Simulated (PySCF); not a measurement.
C2V, neutral, multiplicity 4. Atoms are numbered in the order given.

```xyz
3

V      0.0000     0.0000     0.6248
C      0.0000     0.6436    -1.1975
C      0.0000    -0.6436    -1.1975
```
Charge 0, spin multiplicity 4.

The structure is a stationary point at B3LYP-D3(BJ)/def2-TZVP. The multiplicity is an assumed one; other spin states were not compared.

Calculation: ωB97X/def2-TZVPD (PySCF).

Mulliken values depend strongly on the basis, most of all with diffuse functions as here. Atomic charges (e):

| atom | Mulliken | meta-Löwdin | Mulliken spin |
|---|---|---|---|
| V1 | 0.66 | 0.78 | 3.03 |
| C2 | -0.33 | -0.39 | -0.01 |
| C3 | -0.33 | -0.39 | -0.01 |
